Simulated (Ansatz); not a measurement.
`[CH3][GeH]([CH3])[C]#N`, 12 atoms. The species carries charge 0 and has multiplicity 1. Correlated methods include outer-core shells of Ge, which these sets cover unevenly. Scalar relativity is left out up to krypton. All runs use 4 threads of a server CPU on a shared host. Correlated methods freeze the cores.

(1) How many basis functions does each run have, and how long does it take in Ansatz? RHF-MP2/def2-QZVPP energy; RKS ωB97X-V/def2-TZVPP energy; RKS BHLYP-D4/def2-TZVPP energy; RKS ωB97M-V/def2-SVP energy; RHF-CCSD(T)/def2-TZVPP energy; RKS PBE0-D4/def2-TZVP frequencies; direct RPA on PBE orbitals/def2-TZVPP energy; RHF-CCSD(T)/def2-SVP energy; RKS r2SCAN-D4/def2-TZVPP energy and forces; RKS PBE0-D4/def2-QZVPP energy; RKS PBE0-D4/def2-TZVP relaxation (5 steps); RKS PBE0-D4/def2-SVP energy. (Estimate.)

## Answers

(1) Computed: Other jobs shared the machine, so times are rough.

```tsv
level	job	functions	wall time	peak host memory (GiB)
RKS PBE0-D4/def2-SVP	energy	123	1.4 s	0.32
RKS BHLYP-D4/def2-TZVPP	energy	270	3.9 s	0.8
RKS ωB97M-V/def2-SVP	energy	123	4.7 s	0.43
RKS r2SCAN-D4/def2-TZVPP	energy and forces	270	6 s	0.39
direct RPA on PBE orbitals/def2-TZVPP	energy	270	6.5 s	0.68
RKS ωB97X-V/def2-TZVPP	energy	270	9 s	0.92
RKS PBE0-D4/def2-QZVPP	energy	527	11 s	2.1
RHF-CCSD(T)/def2-SVP	energy	123	13 s	0.76
RKS PBE0-D4/def2-TZVP	relaxation (5 steps)	214	23 s	0.61
RHF-MP2/def2-QZVPP	energy	527	33 s	3.7
RKS PBE0-D4/def2-TZVP	frequencies	214	3.5 min	0.65
RHF-CCSD(T)/def2-TZVPP	energy	270	5.4 min	7.3
```
